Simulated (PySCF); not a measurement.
HMo(OH) + H₂O → MoH₄ + O₂

Level: PBE0 in the def2-TZVP basis family, computed in PySCF with density fitting; scalar-relativistic core potentials for atoms from Rb on, none lighter, no spin–orbit coupling; open shells unrestricted.

```tsv
species	state and structure	E (Eh)	ZPE (kJ/mol)	H(298 K) − H(0) (kJ/mol)	S° (J/(mol K))
HMo(OH)	quintet, C1, Mo–H 1.721 Å, Mo–O 1.892 Å, O–H 0.962 Å; H–Mo–O 119.3°, H–O–Mo 121.0°	-144.52109	46.8	12.3	279.4
H₂O	singlet, C2v, O–H 0.960 Å (×2); H–O–H 105.1°	-76.37736	56.5	9.9	188.7
MoH₄	triplet, Td, Mo–H 1.686 Å (×4)	-70.47291	64.7	12.0	238.1
O₂	triplet, D∞h, O–O 1.193 Å	-150.23561	10.3	8.7	204.9
```

(1) What is the electronic reaction energy?

(2) Add zero-point, thermal and entropy terms for 298.15 K and 1 bar.

Results:

(1) At PBE0/def2-TZVP, ΔE = 498.7 kJ/mol from the differences of the total energies times 2625.5, uphill. 

(2) ΔZPE = -28.3 and Δ[H(298) − H(0)] = -1.5 kJ/mol give ΔH° = 468.9 kJ/mol. ΔS° = -25.1 J/(mol K), so ΔG° = 468.9 − 298.15 × (-0.0251) = 476 kJ/mol.

Open d or f shells are single determinants, so the state found may not be the ground state. Each species is the lowest minimum found with this bonding; other isomers or fragments can lie lower.
